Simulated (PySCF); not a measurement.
Run record: geometry optimisation, `[S][Sc]` [radical].

Computed with PBE0-D3(BJ)/def2-SVP geometry optimisation, gas phase (PySCF 2.14.0). Start geometry: GFN2-xTB. A driver script takes a list of jobs; this job's settings line and coordinates (Å) are shown.

Input:
```
{"job": {"xc": "PBE0", "basis": "def2-SVP", "d3": "d3bj", "grid": 1, "kind": "geom"}, "charge": 0, "multiplicity": 2}
S      1.182160    -0.005690    -0.005790
Sc    -1.176640     0.008230    -0.022510
```

Output:
```
step   0  E = -1158.32178496  max force = 0.075550
step   1  E = -1158.34193468  max force = 0.022556
step   2  E = -1158.34246269  max force = 0.018677
step   3  E = -1158.34304653  max force = 0.001786
step   4  E = -1158.34305369  max force = 0.000121
optimisation converged
```

Energies in Eh; «max force» is the largest Cartesian gradient component in Eh/bohr.

Task: How much energy does the optimisation release, in kcal/mol?

Result: E(step 0) − E(last step) = 0.021269 Eh, which is 13.3 kcal/mol.

Task: Give the first gradient maximum in eV/Å.

Result: With 1 Eh/bohr = 51.422 eV/Å, 3.885 eV/Å.

Main results: final energy -1158.34305 Eh after 4 steps; dipole 5.23 D.

Task: Give the final coordinates.

Result: 0.125 Å rms from the input after alignment:
```
atom  x, y, z in Å
S1     1.0572   -0.0056   -0.0060
Sc2   -1.0517    0.0081   -0.0223
```

Task: How long does this job take on one thread of an x86-64 server (shared host)?

Result: About 5.5 s.
Labels such as C1 count atoms from 1, the log's own numbers from 0.
